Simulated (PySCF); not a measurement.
Hg (mercury, neutral) across methods

[Xe] 4f14 5d10 6s1 6p1, high-spin 3P determinant (an excited configuration). Computed with PySCF 2.14 in def2-TZVPPD with the def2 core potential (60 electrons), with scalar relativity through the core potential.

```
   method  E (hartree)  mean ε 5d β (eV)  mean ε 6s α (eV)  mean ε 6p α (eV)  Σ⟨r²⟩ (bohr²)   ⟨S²⟩
  wB97X-V    -153.2929           -16.024           -11.782            -4.836          61.55  2.001
    wB97X    -153.3531           -16.041           -11.709            -4.708          61.78  2.000
      UHF   -152.41721           -18.183           -11.785            -4.969          62.26  2.005
     PBE0    -153.3285           -13.522            -9.673            -3.175          61.76  2.002
CAM-B3LYP    -153.2876           -14.943           -10.941            -4.113          61.61  2.001
      PBE    -153.3593           -11.713            -8.718            -2.479          62.32  2.002
    B97-3    -153.3613           -13.647            -9.533            -3.036          61.94  2.001
      LDA    -153.0950           -11.889            -8.996            -2.554          62.09  2.001
   r2SCAN    -153.3933           -11.964            -9.061            -2.679          61.08  2.004
```

Energies and moments cover only the electrons outside the core potential. Spin-orbit coupling, absent here, splits the open shell strongly.
